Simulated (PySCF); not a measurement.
C₂H₃O₂ (SMILES CO[C-]=O), charge -1, singlet, geometry from GFN2-xTB, with bond 2-1 at 3.0 times its length; HF/STO-3G run with PySCF.

Here is a job for PySCF.
```python
from pyscf import gto, scf

mol = gto.Mole()
mol.atom = '''
    C    -1.154129   -0.133685   -0.004759
    O     0.128134   -3.091031    1.813984
    O     0.009632    0.801733   -0.467424
    C     1.286913    0.412188   -0.148326
    H     1.794436    1.158845    0.491028
    H     1.240270   -0.545558    0.407536
    H     1.905198    0.257566   -1.052575
'''
mol.basis = 'sto-3g'
mol.charge = -1
mol.spin = 0
mol.verbose = 3
mol.build()

mf = scf.RHF(mol)
mf.kernel()
mo_i, mo_e, stable_i, stable_e = mf.stability(internal=True, external=True, return_status=True, nroots=6, tol=1e-6)
print('internally stable:', stable_i, ' externally stable:', stable_e)
if not stable_e:
    umf = mf.to_uhf() if not hasattr(mf, 'xc') else mf.to_uks()
    umf.scf_summary = {}
    umf.kernel(umf.make_rdm1(mo_e, umf.mo_occ))
mf.analyze()
```

The log (banner, timings and long lists left out):

```
SCF not converged.
SCF energy = -223.614927125714
<class 'pyscf.scf.hf.RHF'> wavefunction has an internal instability
<class 'pyscf.scf.hf.RHF'> wavefunction has an real -> complex instability
<class 'pyscf.scf.hf.RHF'> wavefunction has an RHF/RKS -> UHF/UKS instability
internally stable: False  externally stable: False
converged SCF energy = -223.711154846899  <S^2> = 0.99978831  2S+1 = 2.2358786
**** MO energy ****
MO #1   energy= -20.1517153991268  occ= 2
MO #2   energy= -19.857667428582   occ= 2
MO #3   energy= -10.8279232893147  occ= 2
MO #4   energy= -10.3572899474564  occ= 2
MO #5   energy= -0.986609192218927 occ= 2
MO #6   energy= -0.943401738791172 occ= 2
MO #7   energy= -0.610975391414173 occ= 2
MO #8   energy= -0.344004025770682 occ= 2
MO #9   energy= -0.327293042424312 occ= 2
MO #10  energy= -0.275334125757924 occ= 2
MO #11  energy= -0.274516701607854 occ= 2
MO #12  energy= -0.267235705945059 occ= 2
MO #13  energy= -0.120630955624727 occ= 2
MO #14  energy= -0.025038144072695 occ= 2
MO #15  energy= 0.0327901660226098 occ= 2
MO #16  energy= 0.223516872941853  occ= 2
MO #17  energy= 0.372353836423554  occ= 0
MO #18  energy= 0.713908360247682  occ= 0
MO #19  energy= 0.863449716240655  occ= 0
MO #20  energy= 0.916454793291876  occ= 0
MO #21  energy= 0.930016658371974  occ= 0
MO #22  energy= 0.991406597939171  occ= 0
MO #23  energy= 1.08817205218358   occ= 0
 ** Mulliken atomic charges  **
charge of    0C =     -0.57229
charge of    1O =     -0.00027
charge of    2O =     -0.32350
charge of    3C =     -0.01796
charge of    4H =     -0.03922
charge of    5H =     -0.00754
charge of    6H =     -0.03922

WARN: System has nonzero charge -1; the dipole moment is origin-dependent.
Location of origin: [0. 0. 0.]

Dipole moment(X, Y, Z, Debye):  3.27149, -1.00923,  0.82401
```

The run did not converge; its last values are not results.
